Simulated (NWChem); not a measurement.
CH4AlFO; SMILES [F][AlH][O]C

```xyz
8

Al    -0.5696     0.7297     0.0000
H     -1.9969     1.3701     0.0000
F      0.7792     1.7044     0.0000
O     -0.3981    -0.9414     0.0000
C      0.5327    -1.9719     0.0000
H      0.4007    -2.6130    -0.8892
H      1.5759    -1.6072     0.0000
H      0.4007    -2.6130     0.8892
```
Atoms are numbered in this order, from 1.

Computed with NWChem. All runs use the structure optimised with PBE0/def2-SVP.

Task: Predict the results for PW91/def2-SVP. Quantities: highest occupied level (eV); orbital gap (eV); dipole (D).

Result: 
```json
{
  "highest occupied level (eV)": "-6.81",
  "orbital gap (eV)": "5.70",
  "dipole (D)": "1.27"
}
```
